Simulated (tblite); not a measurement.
Species: C₂H₁₄NPSi₄.
Cartesian coordinates in Å at the GFN2-xTB level; atoms count from 1:
```
atom  x, y, z in Å
Si1   -3.6638    0.1080    0.5486
C2    -1.9884   -0.8040    0.6419
N3    -0.8303    0.0722    0.6867
Si4   -0.0143    0.6600   -0.7081
C5     0.6985   -0.8473   -1.6820
Si6    2.5842   -0.8134   -1.2788
Si7    2.1849    1.2310   -0.1588
P8     2.7209    1.6155    1.9897
H9    -3.7764    0.9887    1.7149
H10   -3.7110    0.9040   -0.6775
H11   -4.7325   -0.8911    0.5578
H12   -1.9639   -1.4539    1.5246
H13   -1.8667   -1.4527   -0.2264
H14   -0.8547    0.6717    1.4984
H15   -0.8553    1.4816   -1.6038
H16    0.2356   -1.7917   -1.4014
H17    0.5240   -0.7469   -2.7521
H18    3.3962   -0.8520   -2.5035
H19    2.9890   -2.0051   -0.5158
H20    2.7277    2.4411   -0.8133
H21    2.1950    0.4259    2.4556
H22    3.9908    1.0775    1.9011
```

Method: GFN2-xTB as coded in tblite; computed harmonic values from a numerical Hessian at the method's own geometry, unscaled. Errors from tens to a few hundred cm⁻¹ against measured bands are possible. Modes of hydrogen on phosphorus and silicon can be 10 to 20 % off. One conformer, not necessarily the lowest.

Harmonic wavenumbers (cm⁻¹): 28.0, 35.2, 44.6, 67.8, 95.9, 102.7, 104.8, 139.3, 154.6, 267.5, 280.4, 294.0, 346.5, 367.8, 384.7, 444.1, 476.2, 497.1, 513.1, 514.2, 539.8, 568.5, 574.4, 600.8, 621.3, 659.3, 663.2, 704.7, 714.6, 724.0, 733.8, 762.1, 782.8, 787.7, 789.1, 808.4, 849.8, 964.8, 1107.8, 1136.3, 1143.1, 1161.3, 1265.3, 1369.5, 1469.9, 1473.0, 2078.6, 2092.4, 2164.3, 2186.6, 2249.8, 2271.6, 2276.7, 2300.4, 2393.6, 2896.9, 2977.4, 2987.5, 3001.8, 3430.5.

A = 1174, B = 439.0, C = 352.0 MHz; mass 194.994 u (most abundant isotopes); point group C1, symmetry number 1.

Zero-point energy?

Half the sum of the wavenumbers: 31721 cm⁻¹ = 379.47 kJ/mol.

What is S at 200 K and 1 bar for an ideal gas of classical rigid rotors and harmonic oscillators?

Translation 166.32, rotation 128.28, vibration 154.20: S = 448.8 J/(mol K).

And Cp and H(200 K) − H(0)?

Cp = 180.34 J/(mol K), of which vibrations give 147.08 (their classical limit is 60 R = 498.9); H(200 K) − H(0) = 22.14 kJ/mol without the zero-point energy, 15.49 from vibrations.

What must be added to the electronic energy to get the Gibbs energy at 200 K and 1 bar?

ZPE + [H(200 K) − H(0)] − T·S = 379.47 + 22.14 − 89.76 = 311.85 kJ/mol.

Which modes carry the vibrational entropy at 200 K?

28.0 cm⁻¹: 21.65; 35.2 cm⁻¹: 19.76; 44.6 cm⁻¹: 17.80; 67.8 cm⁻¹: 14.37; 95.9 cm⁻¹: 11.56; 102.7 cm⁻¹: 11.02 J/(mol K); the other 54 give 58.04 together.

Hindered rotation and anharmonicity are outside this model. Other conformers, if any are populated, would add a mixing term that is left out. The structure is chiral; the term R ln 2 for an equal mix with its mirror image is left out.
